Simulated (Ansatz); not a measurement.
`BC(=C)O` + `OC=S` → `C=C(O)OC=S` + BH₃  (substitution at a C–B bond)

Gas-phase electronic energies from Ansatz, PBE0-D4/def2-TZVP geometries. CBS: MP2 limit from def2 TZ/QZ plus the TZ coupled-cluster correction, frozen cores. This one scheme is used for every species. One conformer a species, not always the lowest.

```
     species  CCSD(T)/CBS(def2) energy (Eh)
   `BC(=C)O`                     -179.03550
      `OC=S`                     -512.17609
`C=C(O)OC=S`                     -664.62575
         BH₃                      -26.55200
```

Task: Work out ΔE.

Result: ΔE = (-664.62575) + (-26.55200) − (-179.03550) − (-512.17609) = 0.03384 Eh = +88.8 kJ/mol.

Largest T1 diagnostic among the species: 0.018.

In def2-TZVPP, CCSD(T) changes the Hartree–Fock value by +14.0 kJ/mol (the triples alone add +1.7 kJ/mol) and MP2 by +13.5 kJ/mol. From PBE to PBE0 (25 % exact exchange), in def2-TZVPP and without D4, ΔE moves by −5.5 kJ/mol. The D4 term adds −3.4 kJ/mol with B3LYP and −2.2 kJ/mol with PBE0; it sums over pairs of atoms, weighted by their polarisabilities, and B3LYP, whose exchange is more repulsive, gets the larger term.

B3LYP here is the variant with VWN-RPA as its local correlation; programs differ in this.
